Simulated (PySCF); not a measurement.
Species: C6H4F2OS.
Atom-mapped SMILES: `[CH:1]#[C:2][C@@H:3]1[CH2:4][C:5]([F:6])=[C:7]([F:8])[S@:9]1=[O:10]` (hydrogens: H11 on C1; H12 on C3; H13, H14 on C4)

The same species was optimised twice, with GFN2-xTB and with PBE0-D3(BJ)/def2-SVP (PySCF), and the same property calculations (PySCF, gas phase) were run on both structures.

| coordinate | GFN2-xTB | PBE0-D3(BJ)/def2-SVP | change |
| --- | --- | --- | --- |
| S9=O10 (Å) | 1.455 | 1.494 | +0.039 |
| C7–S9 (Å) | 1.839 | 1.809 | -0.030 |
| C5–F6 (Å) | 1.339 | 1.319 | -0.020 |
| C7–F8 (Å) | 1.333 | 1.318 | -0.015 |
| C1≡C2 (Å) | 1.197 | 1.211 | +0.014 |
| C5=C7 (Å) | 1.324 | 1.337 | +0.013 |
| C2–C3 (Å) | 1.438 | 1.446 | +0.008 |
| C4–C5 (Å) | 1.495 | 1.489 | -0.006 |
| C3–C4 (Å) | 1.529 | 1.531 | +0.002 |
| C3–S9 (Å) | 1.891 | 1.892 | +0.001 |
| C7–S9–O10 (°) | 105.6 | 107.3 | +1.7 |
| C2–C3–C4 (°) | 112.3 | 113.8 | +1.5 |
| C2–C3–S9 (°) | 107.3 | 108.5 | +1.2 |
| C4–C5–F6 (°) | 118.1 | 119.3 | +1.2 |
| F6–C5–C7 (°) | 125.7 | 124.6 | -1.1 |
| C3–C4–C5 (°) | 105.7 | 104.8 | -0.9 |
| C3–S9–O10 (°) | 106.0 | 106.9 | +0.9 |
| C5–C7–F8 (°) | 127.5 | 126.6 | -0.9 |

Rotational constants: A = 1335, B = 1133, C = 848.3 MHz (GFN2-xTB) against A = 1349, B = 1112, C = 838.6 MHz (PBE0-D3(BJ)/def2-SVP). Point groups within 0.08 Å: C1 and C1. Atoms that the bonding makes alike are paired by their places after alignment.

On the GFN2-xTB structure: HOMO (eV) -7.46 [PBE0/pcSseg-1]; LUMO (eV) -0.78 [PBE0/pcSseg-1]; dipole (D) 3.65 [PBE0/pcSseg-1]; GIAO shielding of C1 (ppm) 104.0 [PBE0/pcSseg-1]; GIAO shielding of C2 (ppm) 104.6 [PBE0/pcSseg-1]; GIAO shielding of C3 (ppm) 132.7 [PBE0/pcSseg-1]; GIAO shielding of C4 (ppm) 150.2 [PBE0/pcSseg-1]; GIAO shielding of C5 (ppm) 27.6 [PBE0/pcSseg-1]; GIAO shielding of F6 (ppm) 303.4 [PBE0/pcSseg-1]; GIAO shielding of C7 (ppm) 19.9 [PBE0/pcSseg-1]; GIAO shielding of F8 (ppm) 329.2 [PBE0/pcSseg-1].

Task: What do these properties become on the PBE0-D3(BJ)/def2-SVP structure?

Result: 
```json
{"property": "HOMO (eV)", "level": "PBE0/pcSseg-1", "on GFN2-xTB": "-7.46", "on PBE0-D3(BJ)/def2-SVP": "-7.39", "change": "+0.07"}
{"property": "LUMO (eV)", "level": "PBE0/pcSseg-1", "on GFN2-xTB": "-0.78", "on PBE0-D3(BJ)/def2-SVP": "-0.88", "change": "-0.10"}
{"property": "dipole (D)", "level": "PBE0/pcSseg-1", "on GFN2-xTB": "3.65", "on PBE0-D3(BJ)/def2-SVP": "3.88", "change": "+0.23"}
{"property": "energy, GFN2-xTB geometry as zero (kcal/mol)", "level": "PBE0/pcSseg-1", "on GFN2-xTB": "0.0", "on PBE0-D3(BJ)/def2-SVP": "-2.3", "change": "-2.3"}
{"property": "GIAO shielding of C1 (ppm)", "level": "PBE0/pcSseg-1", "on GFN2-xTB": "104.0", "on PBE0-D3(BJ)/def2-SVP": "101.4", "change": "-2.6"}
{"property": "GIAO shielding of C2 (ppm)", "level": "PBE0/pcSseg-1", "on GFN2-xTB": "104.6", "on PBE0-D3(BJ)/def2-SVP": "104.4", "change": "-0.2"}
{"property": "GIAO shielding of C3 (ppm)", "level": "PBE0/pcSseg-1", "on GFN2-xTB": "132.7", "on PBE0-D3(BJ)/def2-SVP": "130.6", "change": "-2.1"}
{"property": "GIAO shielding of C4 (ppm)", "level": "PBE0/pcSseg-1", "on GFN2-xTB": "150.2", "on PBE0-D3(BJ)/def2-SVP": "151.0", "change": "+0.8"}
{"property": "GIAO shielding of C5 (ppm)", "level": "PBE0/pcSseg-1", "on GFN2-xTB": "27.6", "on PBE0-D3(BJ)/def2-SVP": "26.7", "change": "-0.9"}
{"property": "GIAO shielding of F6 (ppm)", "level": "PBE0/pcSseg-1", "on GFN2-xTB": "303.4", "on PBE0-D3(BJ)/def2-SVP": "299.8", "change": "-3.6"}
{"property": "GIAO shielding of C7 (ppm)", "level": "PBE0/pcSseg-1", "on GFN2-xTB": "19.9", "on PBE0-D3(BJ)/def2-SVP": "23.1", "change": "+3.2"}
{"property": "GIAO shielding of F8 (ppm)", "level": "PBE0/pcSseg-1", "on GFN2-xTB": "329.2", "on PBE0-D3(BJ)/def2-SVP": "331.8", "change": "+2.6"}
```

The heavy atoms differ by 0.042 Å rms after alignment. Among bonds between heavy atoms S9=O10 changes most (+0.039 Å). Changes are differences of the printed values. Neither structure is proved a minimum here.
